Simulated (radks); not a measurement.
Question: Valence configurations of the silicon ion Si+ (all share [Ne]). Method: Dirac Kohn-Sham, PBEsol, spin-unpolarised, spherical densities, point nucleus; open shells are shared between the two j in proportion to 2j + 1; computed with a radial shooting solver on a logarithmic mesh with Libxc functionals. Order these by energy: 3s2 3p1; 3p3; 3s0.5 3p2.5; 3s1.5 3p1.5; 3s1 3p2.

Answer: From the lowest, in eV above it: 3s2 3p1 0.000; 3s1.5 3p1.5 3.692; 3s1 3p2 7.409; 3s0.5 3p2.5 11.149; 3p3 14.910. NIST lists [Ne] 3s2 3p1 as the ground configuration; this level of theory agrees among the configurations tried. The energies are those of spherical spin-averaged densities, not of single terms.
